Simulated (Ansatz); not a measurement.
Saddle point of Si₂H₆Cl₂, closed shell (SiH₂Cl₂ ([Cl][SiH2][Cl]) + SiH₄ → Si₂H₅Cl ([SiH3][SiH2][Cl]) + HCl; bonds formed: Si1–Si7, Cl2–H6; bonds broken: Si1–Cl2, H6–Si7), PBE0-D4/def2-TZVP structure:

| atom | x (Å) | y (Å) | z (Å) |
| --- | --- | --- | --- |
| Si1 | -0.4698 | -0.9377 | -0.6360 |
| Cl2 | 1.5591 | -1.9662 | 0.4307 |
| H3 | 0.2120 | -1.2128 | -1.9040 |
| H4 | -1.2265 | -1.9003 | 0.1701 |
| Cl5 | -2.0199 | 0.3443 | -1.2862 |
| H6 | 0.7706 | -0.4281 | 0.3918 |
| Si7 | 0.2646 | 1.2379 | 0.5919 |
| H8 | -0.9640 | 1.4495 | 1.3825 |
| H9 | 1.4718 | 1.3065 | 1.4533 |
| H10 | 0.4020 | 2.1068 | -0.5940 |

Energies are electronic, without zero-point energy. Barriers and step energies count from the start structure reached by relaxing down the imaginary mode; all methods use the PBE0-D4 structures, on which another method's saddle can fall below an end. Ansatz 0.2.0; basis: def2-TZVPP, with def2-QZVPP for the basis limit; cores frozen in the correlated methods. B3LYP uses VWN-RPA correlation. Extrapolation: Hartree–Fock as exp(−7.88 √X), correlation as X^−2.97.

```json
{"method": "SPW92", "barrier (kJ/mol)": "162.6", "step energy (kJ/mol)": "77.8"}
{"method": "PBE-D4", "barrier (kJ/mol)": "192.2", "step energy (kJ/mol)": "81.2"}
{"method": "BLYP-D4", "barrier (kJ/mol)": "218.4", "step energy (kJ/mol)": "91.1"}
{"method": "r2SCAN-D4", "barrier (kJ/mol)": "216.0", "step energy (kJ/mol)": "94.1"}
{"method": "B97M-V", "barrier (kJ/mol)": "238.5", "step energy (kJ/mol)": "93.0"}
{"method": "PBE0-D4", "barrier (kJ/mol)": "216.1", "step energy (kJ/mol)": "86.3"}
{"method": "B3LYP-D4", "barrier (kJ/mol)": "236.1", "step energy (kJ/mol)": "94.5"}
{"method": "r2SCAN0-D4", "barrier (kJ/mol)": "231.2", "step energy (kJ/mol)": "95.9"}
{"method": "BHLYP-D4", "barrier (kJ/mol)": "263.4", "step energy (kJ/mol)": "100.5"}
{"method": "CAM-B3LYP-D4", "barrier (kJ/mol)": "252.0", "step energy (kJ/mol)": "98.0"}
{"method": "wB97X-V", "barrier (kJ/mol)": "?", "step energy (kJ/mol)": "95.4"}
{"method": "wB97M-V", "barrier (kJ/mol)": "?", "step energy (kJ/mol)": "100.6"}
{"method": "B2PLYP", "barrier (kJ/mol)": "251.5", "step energy (kJ/mol)": "100.7"}
{"method": "PBE-QIDH", "barrier (kJ/mol)": "240.4", "step energy (kJ/mol)": "96.1"}
{"method": "RPA on PBE", "barrier (kJ/mol)": "255.2", "step energy (kJ/mol)": "94.2"}
{"method": "HF", "barrier (kJ/mol)": "?", "step energy (kJ/mol)": "114.6"}
{"method": "MP2", "barrier (kJ/mol)": "250.7", "step energy (kJ/mol)": "103.9"}
{"method": "CCSD", "barrier (kJ/mol)": "268.3", "step energy (kJ/mol)": "96.1"}
{"method": "CCSD(T)", "barrier (kJ/mol)": "254.0", "step energy (kJ/mol)": "94.4"}
```

(1) Fill in the withheld barriers. (Judge from chemistry; the value comes from the calculation.)

The T1 diagnostic stays at or below 0.013. The start structure is not quite a true minimum (one mode of 29i cm⁻¹).

## Answers

(1) By the calculation: wB97M-V 245.6; HF 333.7; wB97X-V 250.6 kJ/mol. Each is the energy of the saddle less that of the start structure, by the same method.

For comparison, the barrier by CCSD(T) at an estimated basis limit (MP2 extrapolated from triple and quadruple zeta, plus CCSD(T) − MP2 in triple zeta) is 245.7 kJ/mol.

Labels in which every atom is bracketed show which atoms are joined, not bond orders.

For scale, one of the runs: CCSD(T)/def2-TZVPP, 252 basis functions, launched by `ansatz run in.yaml --threads 4 --pin off --events-out ev --progress --plain --max-ram 9574MiB`. Hardware: 4 CPU threads of an Arm Neoverse N1, shared host. Wall time 2.8 min; peak host memory 4.7 GiB.
